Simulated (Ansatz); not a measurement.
Vertical ionisation energy (eV) of eight silicon and germanium compounds: PBE beside PBE0, computed with Ansatz (a first-principles code) for isolated molecules in the bases named; differences from unrounded values. The eight are the first of their class met in an unordered collection, after screening for sound electronic states; none was chosen by its value. Functionals give these values as differences of separate SCF runs (ΔSCF), EOM-CCSD as a root; each molecule has one DFT geometry for both levels.

```tsv
molecule	basis	PBE0	PBE	difference
C2H9FSi2, SMILES F[SiH2][C@H](C)[SiH3]	def2-SVPD	10.41	10.07	-0.35
C4H11NSi, SMILES CNC1([SiH3])CC1	def2-SVPD	8.22	8.03	-0.19
FH₇Si₃, SMILES F[SiH2][SiH2][SiH3]	def2-SVPD	9.90	9.66	-0.24
CH4N2O2Si, SMILES N#CO[Si@@H](N)O	def2-SVPD	10.62	10.13	-0.48
Si(F)(Me)(OH)(NH2) (CH6FNOSi), SMILES C[Si](N)(O)F	def2-SVPD	10.32	9.97	-0.35
ethyl(prop-1-ynyl)silane (C₅H₁₀Si), SMILES CC#C[SiH2]CC	def2-SVPD	9.38	9.04	-0.33
C4H10OSi, SMILES [SiH2](C(=C)CC)O	def2-SVPD	9.50	9.32	-0.18
Si(Cl)(Me)(OH)(NH2) (CH₆ClNOSi), SMILES Cl[Si](O)(C)N	def2-SVPD	10.14	9.75	-0.40
```

PBE lies below PBE0 in 8 and above it in 0 of the eight; the mean signed difference is -0.32 and the largest -0.48 eV.
